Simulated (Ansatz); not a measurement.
`O[SiH2]C[SiH2]O` + H₂S → `O[SiH2]C[SiH2]S` + H₂O  (ligand exchange at the Si–O bond)

Program: Ansatz. Geometries: PBE0-D4/def2-TZVP. ΔE: electronic, gas phase. CCSD(T)/CBS is the MP2 limit (def2-TZVPP, def2-QZVPP) plus CCSD(T) − MP2 in def2-TZVPP, frozen cores. This one scheme is used for every species. Functionals use def2-TZVPP. B3LYP here is the variant with VWN-RPA as its local correlation; programs differ in this. One conformer a species, not always the lowest.

`O[SiH2]C[SiH2]O`:

Cartesian coordinates in Å:
```
O -1.956 0.222 -1.001
Si -0.651 1.217 -0.932
C 0.358 0.861 0.609
Si 0.967 -0.886 0.694
O -0.319 -1.834 0.222
H -1.757 -0.683 -0.732
H 0.244 1.050 -2.113
H -1.172 2.606 -0.925
H -0.253 1.081 1.490
H 1.225 1.532 0.632
H 2.114 -1.096 -0.232
H 1.402 -1.286 2.062
H -0.201 -2.784 0.226
```

H₂S:

Z-matrix (Å, degrees):
```
S
H 1 1.341
H 1 1.341 2 92.3
```

`O[SiH2]C[SiH2]S`:

Cartesian coordinates in Å:
```
O -2.768 0.757 0.894
Si -1.323 -0.022 1.050
C -0.205 0.234 -0.424
Si 1.400 -0.717 -0.373
S 2.543 -0.536 -2.176
H -2.770 1.714 0.933
H -0.608 0.439 2.273
H -1.670 -1.457 1.181
H 0.034 1.301 -0.512
H -0.747 -0.053 -1.332
H 2.209 -0.267 0.790
H 1.149 -2.176 -0.264
H 2.757 0.784 -2.041
```

H₂O:

Cartesian coordinates in Å:
```
O -0.373 -0.100 0.050
H 0.184 -0.281 -0.710
H 0.189 0.382 0.661
```

```tsv
level	ΔE (kJ/mol)	difference from CCSD(T)/CBS
PBE-D4	36.7	-7.0
r2SCAN-D4	46.9	3.2
PBE0-D4	38.6	-5.1
B3LYP-D4	50.4	6.7
ωB97X-V	49.3	5.6
ωB97M-V	49.8	6.1
B2PLYP	51.0	7.3
PBE	37.3	-6.4
r2SCAN	47.2	3.5
PBE0	39.4	-4.3
B3LYP	51.4	7.7
HF/def2-TZVPP	58.2	14.5
MP2/def2-TZVPP	45.6	1.9
SCS-MP2/def2-TZVPP	49.8	6.1
CCSD/def2-TZVPP	50.7	7.0
CCSD(T)/def2-TZVPP	48.6	4.9
HF/def2-QZVPP	58.3	14.6
MP2/def2-QZVPP	42.8	-0.9
SCS-MP2/def2-QZVPP	46.9	3.2
HF/CBS(def2)	58.4	14.7
MP2/CBS(def2)	40.6	-3.1
CCSD/CBS(def2)	45.7	2.0
CCSD(T)/CBS	43.7	0
```

Largest T1 diagnostic among the species: 0.011.

In def2-TZVPP, CCSD(T) changes the Hartree–Fock value by −9.6 kJ/mol (the triples alone add −2.0 kJ/mol) and MP2 by −12.6 kJ/mol.
